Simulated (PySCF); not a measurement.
Rigid-rotor lines calculated for a species of formula C4H4ClFN2 (commonest isotopes; CAM-B3LYP/def2-SVPD in PySCF (dipole) on a GFN2-xTB geometry, gas phase), labelled J(Ka,Kc):

```json
{"transition": "2(0,2) ← 1(0,1)", "MHz": "4394.4"}
{"transition": "2(1,1) ← 1(1,0)", "MHz": "4881.3"}
{"transition": "1(0,1) ← 0(0,0)", "MHz": "2233.7"}
{"transition": "2(1,2) ← 1(1,1)", "MHz": "4053.5"}
{"transition": "1(1,1) ← 0(0,0)", "MHz": "3768.4"}
```

Task: Find the rotational constants.

Result: 1(0,1) ← 0(0,0) is B + C, 2(1,1) ← 1(1,0) is 3B + C and 2(1,2) ← 1(1,1) is B + 3C, so B − C is half the difference of the last two, 413.9 MHz. 1(1,1) ← 0(0,0) is A + C. A = 2858.5, B = 1323.8, C = 909.9 MHz.

Task: What moments of inertia, asymmetry and inertial defect follow?

Result: I = 505379 MHz·u·Å² over each constant: Ia = 176.80, Ib = 381.76, Ic = 555.41 u·Å²; κ = (2B − A − C)/(A − C) = -0.575 (asymmetric top); Δ = Ic − Ia − Ib = -3.15 u·Å².

Task: Which dipole components do these lines need?

Result: μa and μb (a-type: ΔKa even, ΔKc odd; b-type: both odd). The calculation gives |μa| = 1.58 D, |μb| = 4.41 D, |μc| = 0.00 D.

Task: Where do these fall, and of which type are they? 2(1,1) ← 2(0,2); 2(2,1) ← 2(1,2); 2(2,0) ← 2(1,1); 2(2,1) ← 1(1,0); 2(2,0) ← 1(1,1); 2(1,1) ← 2(1,2); 1(1,0) ← 1(1,1).

Result: 
```
     transition   MHz  type  branch
1(1,0) ← 1(1,1)   414     a       Q
2(1,1) ← 2(1,2)  1242     a       Q
2(1,1) ← 2(0,2)  2435     b       Q
2(2,0) ← 2(1,1)  4677     b       Q
2(2,1) ← 2(1,2)  5846     b       Q
2(2,1) ← 1(1,0)  9485     b       R
2(2,0) ← 1(1,1)  9972     b       R
```

Task: Which structure gave them?

Result: `Cc1nc(F)c(Cl)[nH]1`, point group Cs. Three constants can't fix a structure by themselves; this is the one that was computed:
```
atom  x, y, z in Å
C1    -1.942    0.076   -0.066
C2    -0.467    0.191   -0.008
N3     0.207    1.310    0.075
C4     1.511    0.964    0.102
F5     2.474    1.872    0.184
C6     1.655   -0.397    0.035
Cl7    3.009   -1.434    0.027
N8     0.369   -0.882   -0.036
H9    -2.368    1.073   -0.029
H10   -2.253   -0.412   -0.988
H11   -2.315   -0.506    0.775
H12    0.121   -1.856   -0.098
```

No frequency check. Zero-point vibration and centrifugal distortion are left out. A rigid rotor knows nothing of internal rotation, which can split or shift real lines. Quadrupole hyperfine structure (14N, 35Cl) is left out.

On an Arm Neoverse N1 with one thread (shared host), this took 70 s wall. This is the CAM-B3LYP/def2-SVPD job that gave the dipole, with the excitations it also computed.
